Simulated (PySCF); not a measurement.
A ladder for the ionisation energy of O⁺

O⁺ [He] 2s2 2p3 (4S) → O²⁺ [He] 2s2 2p2 (3P). Scalar values calculated with PySCF 2.14 in aug-cc-pVQZ-DK (spin-free X2C; valence: 1s2 frozen). The spin-orbit shift comes from two-component X2C-1e calculations (generalised Hartree-Fock, GHF, and MP2 on its spinors, GMP2) in x2c-QZVPPall-2c: GMP2 gives 35.250 eV without and 35.235 eV with screened spin-orbit coupling, a shift of -0.016 eV (GHF: -0.016 eV). Sums use unrounded values; where a UHF row is shifted, it takes the GHF shift.

| method | scalar (eV) | plus spin-orbit shift (eV) | error (eV) |
| --- | --- | --- | --- |
| UHF | 34.565 | 34.549 | -0.572 |
| MP2 (valence) | 35.241 | 35.226 | 0.104 |
| SCS-MP2 (valence) | 34.974 | 34.958 | -0.163 |
| CCSD (valence) | 35.057 | 35.041 | -0.080 |
| CCSD(T) (valence) | 35.069 | 35.053 | -0.068 |
| LDA | 35.577 | 35.562 | 0.441 |
| PBE | 35.267 | 35.251 | 0.130 |
| PBE0 | 35.301 | 35.285 | 0.164 |
| r2SCAN | 35.470 | 35.454 | 0.333 |
| PW91 | 35.376 | 35.360 | 0.239 |
| BLYP | 35.070 | 35.054 | -0.067 |
| MN15 | 35.151 | 35.135 | 0.014 |
| revPBE | 35.191 | 35.175 | 0.054 |

Reference: 35.121 eV (measured; NIST Atomic Spectra Database, ionization energies).

The errors of the correlated levels include the incompleteness of the basis and the frozen core, so a lower level can come closer by cancellation.

A first-order Landé estimate from the scalar orbitals gives -0.028 eV instead; single two-component determinants are not pure J levels in LS coupling, so the shift is uncertain by about that difference.
